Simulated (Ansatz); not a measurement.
Calculated with Ansatz (gas phase, PBE0-D4/def2-TZVP geometries, no zero-point term in ΔE). CCSD(T)/CBS is the MP2 limit (def2-TZVPP, def2-QZVPP) plus CCSD(T) − MP2 in def2-TZVPP, frozen cores. DFT in def2-TZVPP. B3LYP here is the variant with VWN-RPA as its local correlation; programs differ in this. One conformer a species, not always the lowest.

Consider the formal exchange of groups at a B–Si bond: `CB[SiH2][SiH2]F` + `CSCF` → `CBSCF` + `C[SiH2][SiH2]F`.

Question: Is it downhill or uphill in electronic energy at CCSD(T)/CBS, and by how much? (Best estimate.)

Answer: Computed: Downhill: ΔE = -151.5 kJ/mol.

Question: What do these levels give: PBE-D4, PBE0-D4, r2SCAN, B3LYP, HF/def2-TZVPP, SCS-MP2/def2-TZVPP, CCSD/def2-TZVPP, HF/def2-QZVPP, MP2/def2-QZVPP, SCS-MP2/def2-QZVPP, HF/CBS(def2), MP2/CBS(def2)? (Estimate.)

Answer: The calculation gave: PBE-D4 -144.5, PBE0-D4 -147.7, r2SCAN -151.7, B3LYP -150.1, HF/def2-TZVPP -151.6, SCS-MP2/def2-TZVPP -156.3, CCSD/def2-TZVPP -152.1, HF/def2-QZVPP -151.2, MP2/def2-QZVPP -159.7, SCS-MP2/def2-QZVPP -155.5, HF/CBS(def2) -151.1, MP2/CBS(def2) -159.2 kJ/mol.

Largest T1 diagnostic among the species: 0.013.

From PBE to PBE0 (25 % exact exchange), in def2-TZVPP and without D4, ΔE moves by −3.2 kJ/mol.
